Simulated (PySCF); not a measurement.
## Krypton: a sound run and one with changed settings

Sound run: Kr²⁺ [Ar] 3d10 4s2 4p4, Kr³⁺ [Ar] 3d10 4s2 4p3. Calculation: PySCF 2.14, in def2-SVP; no relativity, point nucleus. In the sound run the correlated levels freeze [Ar] 3d10. The sound run starts from symmetry-adapted Hartree-Fock orbitals and uses a fine grid where one is needed.

Changed run: all electrons correlated in a basis built for the valence shell.

```
species  method  sound run (hartree)  changed run (hartree)  converged
   Kr²⁺     MP2          -2750.40495            -2750.53886        yes
   Kr³⁺     MP2          -2749.13082            -2749.26321        yes
```

Ionisation energy of Kr²⁺:

```csv
method,sound run (eV),changed run (eV)
UHF,34.253,34.253
MP2,34.671,34.712
SCS-MP2,34.688,34.711
```

A valence basis has no tight correlating functions, so it recovers only part of the core correlation, and not evenly between atom and ion.

For comparison, NIST gives 35.838 ± 0.02 eV between the lowest levels.
